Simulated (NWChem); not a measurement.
System: GaH₃; SMILES [GaH3]

Here is an NWChem input.

```
start job
memory heap 200 mb stack 900 mb global 1100 mb
geometry units angstroms
  Ga     0.000000     0.000000     0.000000
  H      1.117639     1.117639     0.000000
  H      0.409084    -1.526724     0.000000
  H     -1.526724     0.409084     0.000000
end
basis spherical
  * library 3-21g
end
dft
  xc b3lyp
  iterations 150
end
driver
  maxiter 120
end
task dft optimize
task dft freq
```

NWChem printed, in part:

```
             Northwest Computational Chemistry Package (NWChem) 7.3.0
             --------------------------------------------------------

 D3H symmetry detected

                             Geometry "geometry" -> ""
                             -------------------------

 Output coordinates in angstroms (scale by  1.889725989 to convert to a.u.)

  No.       Tag          Charge          X              Y              Z
 ---- ---------------- ---------- -------------- -------------- --------------
    1 Ga                  31.0000     0.00000000     0.00000000     0.00000000
    2 H                    1.0000     1.11763930     1.11763930     0.00000000
    3 H                    1.0000     0.40908438    -1.52672368     0.00000000
    4 H                    1.0000    -1.52672368     0.40908438     0.00000000

 Effective nuclear repulsion energy (a.u.)      31.7162213638

      Symmetry information
      --------------------

 Group name             D3h
 Group number             27
 Group order              12
 No. of unique centers     2

                                Z-matrix (autoz)
                                --------

 Units are Angstrom for bonds and degrees for angles

      Type          Name      I     J     K     L     M      Value
      ----------- --------  ----- ----- ----- ----- ----- ----------
    1 Stretch                  1     2                       1.58058
    2 Stretch                  1     3                       1.58058
    3 Stretch                  1     4                       1.58058
    4 Bend                     2     1     3               120.00000
    5 Bend                     2     1     4               120.00000
    6 Bend                     3     1     4               120.00000
    7 Torsion                  2     1     3     4         180.00000
    8 Torsion                  2     1     4     3         180.00000
    9 Torsion                  3     1     2     4         180.00000
   10 Torsion                  2     4     1     3         180.00000
   11 Torsion                  3     2     1     4         180.00000
   12 Torsion                  2     3     1     4         180.00000

                           NWChem Geometry Optimization
                           ----------------------------

 maximum gradient threshold         (gmax) =   0.000450
 rms gradient threshold             (grms) =   0.000300
 maximum cartesian step threshold   (xmax) =   0.001800
 rms cartesian step threshold       (xrms) =   0.001200
 fixed trust radius                (trust) =   0.300000
 source of zmatrix                         =   autoz

          -------------------
          Energy Minimization
          -------------------

 Using diagonal initial Hessian
 Scaling for Hessian diagonals: bonds = 1.00  angles = 0.25  torsions = 0.10

          --------
          Step   0

                                 NWChem DFT Module
                                 -----------------

 Summary of "ao basis" -> "ao basis" (spherical)
 ------------------------------------------------------------------------------
       Tag                 Description            Shells   Functions and Types
 ---------------- ------------------------------  ------  ---------------------
 Ga                          3-21g                  10       22   5s4p1d
 H                           3-21g                   2        2   2s

      Symmetry analysis of basis
      --------------------------

        a1'         8
        a1"         0
        a2'         0
        a2"         4
        e'         14
        e"          2

  Rotation of axis

            General Information
            -------------------
          SCF calculation type: DFT
          Wavefunction type:  closed shell.
          No. of atoms     :     4
          No. of electrons :    34
           Alpha electrons :    17
            Beta electrons :    17
          Charge           :     0
          Spin multiplicity:     1
          Use of symmetry is: on ; symmetry adaption is: on
          Maximum number of iterations: 150
          AO basis - number of functions:    28
                     number of shells:    16
          Convergence on energy requested:  1.00D-06
          Convergence on density requested:  1.00D-05
          Convergence on gradient requested:  5.00D-04

              XC Information
              --------------
                         B3LYP Method XC Potential
                     Hartree-Fock (Exact) Exchange  0.200
                        Slater Exchange Functional  0.800 local
                    Becke 1988 Exchange Functional  0.720 non-local
              Lee-Yang-Parr Correlation Functional  0.810
                  VWN I RPA Correlation Functional  0.190 local

[...]

      ----------------------
      Optimization converged
      ----------------------

  Step       Energy      Delta E   Gmax     Grms     Xrms     Xmax
  ---- ---------------- -------- -------- -------- -------- --------
@    2   -1917.19238058 -4.8D-08  0.00000  0.00000  0.00025  0.00049
                                     ok       ok       ok       ok

                                Z-matrix (autoz)
                                --------

 Units are Angstrom for bonds and degrees for angles

      Type          Name      I     J     K     L     M      Value     Gradient
      ----------- --------  ----- ----- ----- ----- ----- ---------- ----------
    1 Stretch                  1     2                       1.56468    0.00000
    2 Stretch                  1     3                       1.56468    0.00000
    3 Stretch                  1     4                       1.56468    0.00000
    4 Bend                     2     1     3               120.00000   -0.00000
    5 Bend                     2     1     4               120.00000    0.00000
    6 Bend                     3     1     4               120.00000   -0.00000
    7 Torsion                  2     1     3     4         180.00000   -0.00000
    8 Torsion                  2     1     4     3        -180.00000    0.00000
    9 Torsion                  3     1     2     4        -180.00000    0.00000
   10 Torsion                  2     4     1     3         180.00000   -0.00000
   11 Torsion                  3     2     1     4         180.00000   -0.00000
   12 Torsion                  2     3     1     4        -180.00000    0.00000

                         Geometry "geometry" -> "geometry"
                         ---------------------------------

 Output coordinates in angstroms (scale by  1.889725989 to convert to a.u.)

  No.       Tag          Charge          X              Y              Z
 ---- ---------------- ---------- -------------- -------------- --------------
    1 Ga                  31.0000     0.00000000     0.00000000    -0.00000000
    2 H                    1.0000     1.10639728     1.10639728     0.00000000
    3 H                    1.0000     0.40496951    -1.51136679     0.00000000
    4 H                    1.0000    -1.51136679     0.40496951     0.00000000

 Effective nuclear repulsion energy (a.u.)      32.0384876550

      Symmetry information
      --------------------

 Group name             D3h
 Group number             27
 Group order              12
 No. of unique centers     2

                Final and change from initial internal coordinates
                --------------------------------------------------

                                Z-matrix (autoz)
                                --------

 Units are Angstrom for bonds and degrees for angles

[...]

 Rotational Constants
 --------------------
 A=   4.554823 cm-1  (  6.553228 K)
 B=   4.554823 cm-1  (  6.553228 K)
 C=   2.277412 cm-1  (  3.276614 K)

 Temperature                      =   298.15K
 frequency scaling parameter      =   1.0000

 Zero-Point correction to Energy  =   11.354 kcal/mol  (  0.018094 au)
 Thermal correction to Energy     =   13.283 kcal/mol  (  0.021169 au)
 Thermal correction to Enthalpy   =   13.876 kcal/mol  (  0.022112 au)

 Total Entropy                    =   51.985 cal/mol-K
   - Translational                =   38.719 cal/mol-K (mol. weight =  71.9492)
   - Rotational                   =   12.620 cal/mol-K (symmetry #  =        6)
   - Vibrational                  =    0.645 cal/mol-K

 Cv (constant volume heat capacity) =    7.995 cal/mol-K
   - Translational                  =    2.979 cal/mol-K
   - Rotational                     =    2.979 cal/mol-K
   - Vibrational                    =    2.036 cal/mol-K

[normal modes left out]

 ----------------------------------------------------------------------------
 Normal Eigenvalue ||           Projected Infra Red Intensities
  Mode   [cm**-1]  || [atomic units] [(debye/angs)**2] [(KM/mol)] [arbitrary]
 ------ ---------- || -------------- ----------------- ---------- -----------
    1       -0.000 ||    0.000000           0.000         0.000       0.000
    2       -0.000 ||    0.000000           0.000         0.000       0.000
    3       -0.000 ||    0.000000           0.000         0.000       0.000
    4        0.000 ||    0.000000           0.000         0.000       0.000
    5        0.000 ||    0.000000           0.000         0.000       0.000
    6        0.000 ||    0.000000           0.000         0.000       0.000
    7      736.735 ||    0.207799           4.794       202.573      23.723
    8      827.325 ||    0.175288           4.044       170.880      20.012
    9      827.394 ||    0.175276           4.044       170.868      20.010
   10     1850.702 ||    0.246375           5.684       240.178      28.127
   11     1850.720 ||    0.246385           5.684       240.188      28.128
   12     1853.093 ||    0.000002           0.000         0.002       0.000
 ----------------------------------------------------------------------------
```

Level: B3LYP/3-21G.
